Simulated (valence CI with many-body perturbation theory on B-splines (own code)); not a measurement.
**Dy³⁴⁺: calculated level list**

Computed by valence CI with perturbative core correlation (CI+MBPT): four valence electrons over a frozen Dirac-Fock core [Ar] 3d10, a basis of 9 s, 9 p, 8 d, 6 f, 3 g, 1 h functions for each j, with the one-electron correlation potential Σ1 (screened to all orders), the two-electron term Σ2, the three-electron term Σ3, Breit, model QED; selected single and double excitations, second order for the rest, scaled by the run's own slope (own B-spline code, finite nucleus).

The last digits are not significant, and no measured levels were compared; by estimate large intervals hold to a few tenths of a per cent, small ones and those within an open d or f shell to about a per cent.

Levels 1 to 32 of 32, with energies above the lowest level, (4s^2 4p1/2^2) J=0. "Leading %" is the weight of the configuration and term that name the level; weights of strongly mixed levels are sums over their largest components and can fall short, so below about 35 % the name and the second component can differ from the true leading terms, or belong to a minority configuration. In the jj column 3d3/2^4 stands for four electrons in 3d with j = 3/2.

| No. | Configuration | Term | J | E (eV) | Leading % | Second component | Leading jj | g |
| --- | --- | --- | --- | --- | --- | --- | --- | --- |
| 1 | 4s²4p² | ³P | 0 | 0.00 | 72 | 27 % 4s²4p² ¹S | 4s^2 4p1/2^2 (99 %) |  |
| 2 | 4s²4p² | ³P | 1 | 47.85 | 99 |  | 4s^2 4p1/2 4p3/2 (99 %) | 1.498 |
| 3 | 4s²4p² | ¹D | 2 | 51.43 | 61 | 38 % 4s²4p² ³P | 4s^2 4p1/2 4p3/2 (99 %) | 1.188 |
| 4 | 4s²4p² | ³P | 2 | 101.97 | 61 | 38 % 4s²4p² ¹D | 4s^2 4p3/2^2 (98 %) | 1.306 |
| 5 | 4s²4p² | ¹S | 0 | 109.87 | 71 | 27 % 4s²4p² ³P | 4s^2 4p3/2^2 (98 %) |  |
| 6 | 4s4p³ | ³P° | 2 | 124.17 | 41 | 38 % 4s4p³ ⁵S° | 4s 4p1/2^2 4p3/2 (94 %) | 1.616 |
| 7 | 4s4p³ | ³D° | 1 | 136.50 | 41 | 21 % 4s4p³ ³P° | 4s 4p1/2^2 4p3/2 (91 %) | 1.013 |
| 8 | 4s4p³ | ³D° | 2 | 167.95 | 45 | 42 % 4s4p³ ⁵S° | 4s 4p1/2 4p3/2^2 (89 %) | 1.522 |
| 9 | 4s²4p4d | ³F° | 2 | 172.40 | 62 | 22 % 4s²4p4d ¹D° | 4s^2 4p1/2 4d3/2 (88 %) | 0.819 |
| 10 | 4s4p³ | ³D° | 3 | 175.05 | 88 | 8 % 4s²4p4d ³D° | 4s 4p1/2 4p3/2^2 (88 %) | 1.319 |
| 11 | 4s4p³ | ³P° | 0 | 182.87 | 96 |  | 4s 4p1/2 4p3/2^2 (96 %) |  |
| 12 | 4s²4p4d | ³D° | 1 | 184.32 | 30 | 27 % 4s4p³ ³S° | 4s 4p1/2 4p3/2^2 (52 %) | 1.150 |
| 13 | 4s4p³ | ³P° | 1 | 189.83 | 45 | 28 % 4s4p³ ¹P° | 4s 4p1/2 4p3/2^2 (73 %) | 1.250 |
| 14 | 4s4p³ | ¹D° | 2 | 190.14 | 41 | 22 % 4s4p³ ³D° | 4s 4p1/2 4p3/2^2 (64 %) | 1.030 |
| 15 | 4s²4p4d | ³F° | 3 | 194.22 | 63 | 15 % 4s²4p4d ¹F° | 4s^2 4p1/2 4d5/2 (84 %) | 1.119 |
| 16 | 4s4p³ | ³S° | 1 | 194.92 | 27 | 25 % 4s4p³ ³D° | 4s 4p1/2 4p3/2^2 (61 %) | 1.127 |
| 17 | 4s²4p4d | ³P° | 2 | 196.58 | 37 | 25 % 4s²4p4d ³D° | 4s^2 4p1/2 4d5/2 (72 %) | 1.289 |
| 18 | 4s4p³ | ³P° | 2 | 227.62 | 35 | 17 % 4s²4p4d ³P° | 4s 4p3/2^3 (66 %) | 1.378 |
| 19 | 4s²4p4d | ³P° | 1 | 233.78 | 41 | 30 % 4s²4p4d ³D° | 4s^2 4p3/2 4d3/2 (76 %) | 1.154 |
| 20 | 4s²4p4d | ³D° | 2 | 234.61 | 44 | 33 % 4s²4p4d ¹D° | 4s^2 4p3/2 4d3/2 (85 %) | 1.025 |
| 21 | 4s²4p4d | ³P° | 0 | 236.33 | 95 |  | 4s^2 4p3/2 4d3/2 (95 %) |  |
| 22 | 4s²4p4d | ³D° | 3 | 236.91 | 37 | 33 % 4s²4p4d ³F° | 4s^2 4p3/2 4d3/2 (82 %) | 1.152 |
| 23 | 4s²4p4d | ³F° | 4 | 237.13 | 99 |  | 4s^2 4p3/2 4d5/2 (99 %) | 1.247 |
| 24 | 4s²4p4d | ³P° | 1 | 247.42 | 30 | 18 % 4s4p³ ¹P° | 4s 4p3/2^3 (55 %) | 1.307 |
| 25 | 4s²4p4d | ³P° | 2 | 250.00 | 33 | 19 % 4s²4p4d ¹D° | 4s^2 4p3/2 4d5/2 (62 %) | 1.299 |
| 26 | 4s4p²4d | ⁵F | 1 | 250.51 | 51 | 29 % 4s4p²4d ³D | 4s 4p1/2^2 4d3/2 (93 %) | 0.376 |
| 27 | 4s4p²4d | ⁵F | 2 | 252.22 | 24 | 17 % 4s4p²4d ³D | 4s 4p1/2^2 4d3/2 (82 %) | 1.198 |
| 28 | 4s²4p4d | ¹F° | 3 | 253.47 | 54 | 43 % 4s²4p4d ³D° | 4s^2 4p3/2 4d5/2 (86 %) | 1.148 |
| 29 | 4s²4p4d | ¹P° | 1 | 259.17 | 55 | 14 % 4s4p³ ¹P° | 4s^2 4p3/2 4d5/2 (66 %) | 0.978 |
| 30 | 4p⁴ | ³P | 2 | 263.05 | 40 | 18 % 4p⁴ ¹D | 4p1/2^2 4p3/2^2 (58 %) | 1.262 |
| 31 | 4s4p²4d | ⁵D | 3 | 265.94 | 27 | 23 % 4s4p²4d ³D | 4s 4p1/2^2 4d5/2 (89 %) | 1.372 |
| 32 | 4p⁴ | ¹S | 0 | 273.47 | 51 | 36 % 4p⁴ ³P | 4p1/2^2 4p3/2^2 (86 %) |  |

The ionisation energy to 4s²4p ²P°1/2 of the next ion comes out as 1470.2 eV (NIST: 1468 ± 5 eV (theoretical)). All 32 levels together are meant to be complete up to 276.58 eV.
